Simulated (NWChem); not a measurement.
System: C2HCl2, doublet; SMILES C(Cl)=[C]Cl

Input file for NWChem:

```
start job
memory heap 200 mb stack 900 mb global 1100 mb
geometry units angstroms noautoz
  Cl     0.386712    -1.804478     0.000000
  C     -0.851077    -0.686263     0.000000
  C     -0.962511     0.637642     0.000000
  Cl     0.409914     1.731977     0.000000
  H     -1.942288     1.138482     0.000000
end
basis spherical
  * library def2-svp
end
dft
  odft
  mult 2
  xc xpbe96 cpbe96
  iterations 150
  mulliken
end
task dft energy
```

Parts of the log:

```
             Northwest Computational Chemistry Package (NWChem) 7.3.0
             --------------------------------------------------------

 CS  symmetry detected

                             Geometry "geometry" -> ""
                             -------------------------

 Output coordinates in angstroms (scale by  1.889725989 to convert to a.u.)

  No.       Tag          Charge          X              Y              Z
 ---- ---------------- ---------- -------------- -------------- --------------
    1 Cl                  17.0000     0.35239514    -1.80009887     0.00000000
    2 C                    6.0000    -0.87349552    -0.66885244     0.00000000
    3 C                    6.0000    -0.97091832     0.65615729     0.00000000
    4 Cl                  17.0000     0.41300635     1.73591281     0.00000000
    5 H                    1.0000    -1.94534234     1.16733387     0.00000000

 Effective nuclear repulsion energy (a.u.)     170.3118687428

      Symmetry information
      --------------------

 Group name             Cs
 Group number              2
 Group order               2
 No. of unique centers     5

  pbe96 is a nonlocal functional; adding pw91lda local functional.

                                 NWChem DFT Module
                                 -----------------

 Summary of "ao basis" -> "ao basis" (spherical)
 ------------------------------------------------------------------------------
       Tag                 Description            Shells   Functions and Types
 ---------------- ------------------------------  ------  ---------------------
 Cl                         def2-svp                 8       18   4s3p1d
 C                          def2-svp                 6       14   3s2p1d
 H                          def2-svp                 3        5   2s1p

      Symmetry analysis of basis
      --------------------------

        a'         50
        a"         19

            General Information
            -------------------
          SCF calculation type: DFT
          Wavefunction type:  spin polarized.
          No. of atoms     :     5
          No. of electrons :    47
           Alpha electrons :    24
            Beta electrons :    23
          Charge           :     0
          Spin multiplicity:     2
          Use of symmetry is: on ; symmetry adaption is: on
          Maximum number of iterations: 150
          AO basis - number of functions:    69
                     number of shells:    31
          Convergence on energy requested:  1.00D-06
          Convergence on density requested:  1.00D-05
          Convergence on gradient requested:  5.00D-04

              XC Information
              --------------
          PerdewBurkeErnzerhof Exchange Functional  1.000
            Perdew 1991 LDA Correlation Functional  1.000 local
           PerdewBurkeErnz. Correlation Functional  1.000 non-local

             Grid Information
             ----------------
          Grid used for XC integration:  medium
          Radial quadrature: Mura-Knowles
          Angular quadrature: Lebedev.
          Tag              B.-S. Rad. Rad. Pts. Rad. Cut. Ang. Pts.
          ---              ---------- --------- --------- ---------
          Cl                  1.00       88          10.0       590
          C                   0.70       49           8.0       434
          H                   0.35       45          10.0       434
          Grid pruning is: on
          Number of quadrature shells:   319
          Spatial weights used:  Erf1

      Superposition of Atomic Density Guess
      -------------------------------------

 Sum of atomic energies:        -994.39593847

      Non-variational initial energy
      ------------------------------

 Total energy =    -995.725344
 1-e energy   =   -1710.382558
 2-e energy   =     544.345345
 HOMO         =      -0.175484
 LUMO         =       0.066771

   Symmetry analysis of molecular orbitals - initial alpha
   -------------------------------------------------------

  Numbering of irreducible representations:

     1 a'          2 a"

  Orbital symmetries:

     1 a'          2 a'          3 a'          4 a'          5 a'
     6 a'          7 a'          8 a'          9 a"         10 a'
    11 a'         12 a"         13 a'         14 a'         15 a'
    16 a'         17 a'         18 a'         19 a"         20 a"
    21 a'         22 a'         23 a"         24 a'         25 a"
    26 a'         27 a'         28 a'         29 a'         30 a'
    31 a'         32 a'         33 a"         34 a'

   Symmetry analysis of molecular orbitals - initial beta
   ------------------------------------------------------

  Numbering of irreducible representations:

     1 a'          2 a"

  Orbital symmetries:

     1 a'          2 a'          3 a'          4 a'          5 a'
     6 a'          7 a'          8 a'          9 a"         10 a'
    11 a'         12 a"         13 a'         14 a'         15 a'
    16 a'         17 a'         18 a'         19 a"         20 a"
    21 a'         22 a'         23 a"         24 a'         25 a"
    26 a'         27 a'         28 a'         29 a'         30 a'
    31 a'         32 a'         33 a"         34 a'

     ---------------------------------------------
      Total Density - Mulliken Population Analysis
     ---------------------------------------------

    Atom       Charge   Shell Charges
 -----------   ------   -------------------------------------------------------
    1 Cl  17    17.04   2.00  1.99  1.21  0.71  5.94  2.06  3.09  0.03
    2 C    6     5.82   1.99  0.99  0.32  1.60  0.89  0.04
    3 C    6     6.04   1.99  0.95  0.25  1.81  1.00  0.04
    4 Cl  17    17.23   2.00  1.99  1.22  0.71  5.94  2.12  3.21  0.03
    5 H    1     0.87   0.66  0.19  0.02

     --------------------------------------------
      Spin Density - Mulliken Population Analysis
     --------------------------------------------

    Atom       Charge   Shell Charges
 -----------   ------   -------------------------------------------------------
    1 Cl  17     0.16   0.00  0.00  0.00 -0.00  0.00  0.07  0.08  0.01
    2 C    6     0.66   0.00  0.05  0.09  0.32  0.20  0.00
    3 C    6     0.07   0.00  0.03 -0.00  0.02  0.01  0.01
    4 Cl  17     0.12   0.00  0.00  0.00 -0.00  0.00  0.05  0.06  0.00
    5 H    1     0.00   0.00 -0.00  0.00

   convergence    iter        energy       DeltaE   RMS-Dens  Diis-err
 ---------------- ----- ----------------- --------- --------- ---------
 d= 0,ls=0.0,diis     1   -996.2181946129 -1.17D+03  1.11D-02  1.60D-01
                                                     9.17D-03  1.46D-01
 d= 0,ls=0.0,diis     2   -996.1101305461  1.08D-01  8.99D-03  3.01D-01
                                                     8.98D-03  3.05D-01
 d= 0,ls=0.0,diis     3   -996.2574450650 -1.47D-01  3.73D-03  5.33D-02
                                                     3.05D-03  4.56D-02
 d= 0,ls=0.0,diis     4   -996.2806585108 -2.32D-02  1.39D-03  1.10D-02
                                                     1.39D-03  1.17D-02
 d= 0,ls=0.0,diis     5   -996.2856233452 -4.96D-03  7.05D-04  2.19D-03
                                                     5.22D-04  1.81D-03
  Resetting Diis
 d= 0,ls=0.0,diis     6   -996.2866959115 -1.07D-03  2.07D-04  7.50D-05
                                                     2.03D-04  8.83D-05
 d= 0,ls=0.0,diis     7   -996.2867480465 -5.21D-05  1.91D-04  1.37D-05
                                                     1.39D-04  1.21D-05
 d= 0,ls=0.0,diis     8   -996.2867339630  1.41D-05  1.18D-04  3.65D-05
                                                     1.02D-04  3.96D-05
 d= 0,ls=0.0,diis     9   -996.2867588836 -2.49D-05  2.45D-05  3.60D-06
                                                     1.48D-05  1.67D-06
 d= 0,ls=0.0,diis    10   -996.2867603369 -1.45D-06  1.04D-05  1.21D-07
                                                     2.06D-05  5.69D-07
 d= 0,ls=0.0,diis    11   -996.2867607356 -3.99D-07  1.29D-05  2.61D-07
                                                     8.44D-06  1.65D-07
 d= 0,ls=0.0,diis    12   -996.2867608915 -1.56D-07  2.90D-06  3.98D-08
                                                     3.56D-06  3.81D-08

         Total DFT energy =     -996.286760891541
      One electron energy =    -1711.412026870812
           Coulomb energy =      611.954465151442
    Exchange-Corr. energy =      -67.141067914949
 Nuclear repulsion energy =      170.311868742778

 Numeric. integr. density =       47.000001437764

                  Occupations of the irreducible representations
                  ----------------------------------------------

                     irrep           alpha         beta
                     --------     --------     --------
                     a'               19.0         18.0
                     a"                5.0          5.0

                    DFT Final Alpha Molecular Orbital Analysis
                    ------------------------------------------

 Vector   22  Occ=1.000000D+00  E=-2.758778D-01  Symmetry=a'
              MO Center=  2.6D-01,  1.6D+00, -9.0D-16, r^2= 1.7D+00
   Bfn.  Coefficient  Atom+Function         Bfn.  Coefficient  Atom+Function
  ----- ------------  ---------------      ----- ------------  ---------------
    58      0.472665  4 Cl py                57     -0.412163  4 Cl px
    55      0.350240  4 Cl py                54     -0.317469  4 Cl px
    52      0.203304  4 Cl py                51     -0.183185  4 Cl px
    65     -0.152261  5 H  s                 21      0.140088  2 C  s
    20      0.111940  2 C  s                 11      0.089440  1 Cl px

[...]
```

Level: PBE/def2-SVP, spin-unrestricted. In the optimisation the excess spin sits in a' (Cs, its own frame). The geometry was optimised at PBE-D3(BJ)/def2-SVP, spin-unrestricted. No stability test was run on the SCF state.
